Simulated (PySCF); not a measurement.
A structure optimised at PBE-D3(BJ)/def2-SVP, used in a PySCF frequency run:

```
C
C 1 1.3440
F 2 1.3387 1 123.05
H 1 1.0998 2 116.58 3 180.00
C 1 1.4981 4 119.53 2 180.00
H 5 1.1061 1 111.66 4 180.00
H 5 1.1110 6 108.13 1 122.50
H 5 1.1110 6 108.13 7 115.01
Cl 2 1.7336 3 112.17 1 180.00
```
Charge 0, spin multiplicity 1.

Q: Write its SMILES, formula and point group.

A: C/C=C(\F)Cl, C3H4ClF, Cs

Q: What are its rotational constants (standard atomic weights)?

A: 8.6373, 2.3788, 1.8874 GHz
